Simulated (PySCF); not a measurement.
pinacolborane (C6H13BO2), singlet, at a GFN2-xTB geometry; PySCF with B3LYP/3-21G.

Here is a job for PySCF.
```python
from pyscf import gto, scf, dft

mol = gto.Mole()
mol.atom = '''
    C    -1.77504489   -0.15419211    0.95810353
    C    -0.76840575   -0.13730342   -0.19880335
    C    -1.15823124   -1.21383039   -1.21017274
    O    -0.86942477    1.14841393   -0.81692468
    B     0.21679455    1.88224231   -0.47765229
    O     1.13781395    1.18178064    0.22559658
    C     0.73092190   -0.18813684    0.28138958
    C     0.93589637   -0.71651378    1.70003172
    C     1.64641146   -0.96262237   -0.67469209
    H    -2.76727097    0.03377745    0.55440757
    H    -1.54858855    0.63559343    1.66969349
    H    -1.77551462   -1.11521817    1.46352174
    H    -2.20548957   -1.08539787   -1.47234630
    H    -0.57277491   -1.13035295   -2.12003870
    H    -1.02218357   -2.20221407   -0.77984665
    H     0.34570089    3.00142624   -0.76166501
    H     0.43205319   -0.09141387    2.43008365
    H     1.99904572   -0.70697816    1.92719343
    H     0.56858196   -1.73602217    1.77924377
    H     1.55575249   -0.57339505   -1.68547743
    H     2.67628670   -0.82371634   -0.35394660
    H     1.41402789   -2.02326310   -0.66707659
'''
mol.basis = '3-21g'
mol.verbose = 4
mol.build()

mf = dft.RKS(mol)
mf.xc = 'b3lyp'
mf.kernel()
```

Task: Predict the main parts of the log of this PySCF run.

Result: 
```
PySCF version 2.14.0

[INPUT] verbose = 4
[INPUT] num. atoms = 22
[INPUT] num. electrons = 70
[INPUT] charge = 0
[INPUT] spin (= nelec alpha-beta = 2S) = 0
[INPUT] symmetry False subgroup None
[INPUT] Mole.unit = angstrom
[INPUT] Symbol           X                Y                Z      unit          X                Y                Z       unit  Magmom
[INPUT]  1 C     -1.775044890000  -0.154192110000   0.958103530000 AA   -3.354348700909  -0.291380858469   1.810553270679 Bohr   0.0
[INPUT]  2 C     -0.768405750000  -0.137303420000  -0.198803350000 AA   -1.452076420041  -0.259465859766  -0.375683884146 Bohr   0.0
[INPUT]  3 C     -1.158231240000  -1.213830390000  -1.210172740000 AA   -2.188739832515  -2.293806998774  -2.286895042014 Bohr   0.0
[INPUT]  4 O     -0.869424770000   1.148413930000  -0.816924680000 AA   -1.642974701213   2.170187805335  -1.543763909598 Bohr   0.0
[INPUT]  5 B      0.216794550000   1.882242310000  -0.477652290000 AA    0.409682324798   3.556922465969  -0.902632010871 Bohr   0.0
[INPUT]  6 O      1.137813950000   1.181780640000   0.225596580000 AA    2.150156746210   2.233241748913   0.426315750839 Bohr   0.0
[INPUT]  7 C      0.730921900000  -0.188136840000   0.281389580000 AA    1.381242209447  -0.355527101541   0.531749240506 Bohr   0.0
[INPUT]  8 C      0.935896370000  -0.716513780000   1.700031720000 AA    1.768587820275  -1.354014808677   3.212594353873 Bohr   0.0
[INPUT]  9 C      1.646411460000  -0.962622370000  -0.674692090000 AA    3.111266747745  -1.819092640680  -1.274983268510 Bohr   0.0
[INPUT] 10 H     -2.767270970000   0.033777450000   0.554407570000 AA   -5.229384245760   0.063830129686   1.047678468686 Bohr   0.0
[INPUT] 11 H     -1.548588550000   0.635593430000   1.669693490000 AA   -2.926408239137   1.201097509273   3.155263408069 Bohr   0.0
[INPUT] 12 H     -1.775514620000  -1.115218170000   1.463521740000 AA   -3.355236361961  -2.107456910439   2.765655265947 Bohr   0.0
[INPUT] 13 H     -2.205489570000  -1.085397870000  -1.472346300000 AA   -4.167771257885  -2.051104710486  -2.782331267517 Bohr   0.0
[INPUT] 14 H     -0.572774910000  -1.130352950000  -2.120038700000 AA   -1.082387710922  -2.136057499594  -4.006292516479 Bohr   0.0
[INPUT] 15 H     -1.022183570000  -2.202214070000  -0.779846650000 AA   -1.931646996330  -4.161581459964  -1.473696587660 Bohr   0.0
[INPUT] 16 H      0.345700890000   3.001426240000  -0.761665010000 AA    0.653280003118   5.671873576683  -1.439338267564 Bohr   0.0
[INPUT] 17 H      0.432053190000  -0.091413870000   2.430083650000 AA    0.816462200345  -0.172747178287   4.592192558283 Bohr   0.0
[INPUT] 18 H      1.999045720000  -0.706978160000   1.927193430000 AA    3.777648921284  -1.335995098449   3.641867771761 Bohr   0.0
[INPUT] 19 H      0.568581960000  -1.736022170000   1.779243770000 AA    1.074464183768  -3.280606447473   3.362283434139 Bohr   0.0
[INPUT] 20 H      1.555752490000  -0.573395050000  -1.685477430000 AA    2.939946123710  -1.083559605681  -3.185090731836 Bohr   0.0
[INPUT] 21 H      2.676286700000  -0.823716340000  -0.353946600000 AA    5.057448893816  -1.556598286929  -0.668862136721 Bohr   0.0
[INPUT] 22 H      1.414027890000  -2.023263100000  -0.667076590000 AA    2.672125444597  -3.823413136938  -1.260592059209 Bohr   0.0

nuclear repulsion = 501.513728274472
number of shells = 71
number of NR pGTOs = 174
number of NR cGTOs = 107
basis = 3-21g
ecp = {}

******** <class 'pyscf.dft.rks.RKS'> ********
method = RKS
initial guess = minao
damping factor = 0
level_shift factor = 0
DIIS = <class 'pyscf.scf.diis.CDIIS'>
diis_start_cycle = 1
diis_space = 8
diis_damp = 0
SCF conv_tol = 1e-09
SCF conv_tol_grad = None
SCF max_cycles = 50
direct_scf = True
direct_scf_tol = 1e-13
XC library pyscf.dft.libxc version 7.1.2
    S. Lehtola, C. Steigemann, M. J. T. Oliveira, and M. A. L. Marques,  SoftwareX 7, 1–5 (2018)
XC functionals = b3lyp
    P. J. Stephens, F. J. Devlin, C. F. Chabalowski, and M. J. Frisch,  J. Phys. Chem. 98, 11623 (1994)
radial grids:
    Treutler-Ahlrichs [JCP 102, 346 (1995); DOI:10.1063/1.469408] (M4) radial grids

becke partition: Becke, JCP 88, 2547 (1988); DOI:10.1063/1.454033
pruning grids: <function nwchem_prune>
grids dens level: 3
symmetrized grids: False
atomic radii adjust function: <function treutler_atomic_radii_adjust>
small_rho_cutoff = 0
Set gradient conv threshold to 3.16228e-05
Initial guess from minao.
tot grids = 254424
init E= -410.493536965461
  HOMO = -0.344521333026418  LUMO = -0.0459049010566424  gap/eV = 8.12577
cycle= 1 E= -409.473524108966  delta_E= 1.02  |g|= 0.871  |ddm|= 4.37
  HOMO = -0.141362863909754  LUMO = 0.103129823976265  gap/eV = 6.65298
cycle= 2 E= -409.326964073592  delta_E= 0.147  |g|= 1.26  |ddm|= 1.94
  HOMO = -0.261543805779838  LUMO = 0.0559330790305075  gap/eV = 8.63899
cycle= 3 E= -409.621940292502  delta_E= -0.295  |g|= 0.102  |ddm|= 1.18
  HOMO = -0.26475945365175  LUMO = 0.0525182415547181  gap/eV = 8.63357
cycle= 4 E= -409.6241253664  delta_E= -0.00219  |g|= 0.031  |ddm|= 0.126
  HOMO = -0.26494028086179  LUMO = 0.0508693195667944  gap/eV = 8.59362
cycle= 5 E= -409.624348917143  delta_E= -0.000224  |g|= 0.00397  |ddm|= 0.0382
  HOMO = -0.264506473300765  LUMO = 0.0520000204671214  gap/eV = 8.61258
cycle= 6 E= -409.624353792773  delta_E= -4.88e-06  |g|= 0.000728  |ddm|= 0.00679
  HOMO = -0.264639105521102  LUMO = 0.0518250423519699  gap/eV = 8.61143
cycle= 7 E= -409.624353950416  delta_E= -1.58e-07  |g|= 0.000105  |ddm|= 0.00142
  HOMO = -0.264645751638816  LUMO = 0.051824493866568  gap/eV = 8.61159
cycle= 8 E= -409.624353952562  delta_E= -2.15e-09  |g|= 5.48e-05  |ddm|= 0.000183
  HOMO = -0.264641201618642  LUMO = 0.0518267014799263  gap/eV = 8.61153
cycle= 9 E= -409.62435395332  delta_E= -7.58e-10  |g|= 6.81e-06  |ddm|= 7.77e-05
  HOMO = -0.264642286582627  LUMO = 0.0518263966043966  gap/eV = 8.61155
Extra cycle  E= -409.624353953318  delta_E= 1.25e-12  |g|= 8.25e-06  |ddm|= 2.06e-05
converged SCF energy = -409.624353953318
```
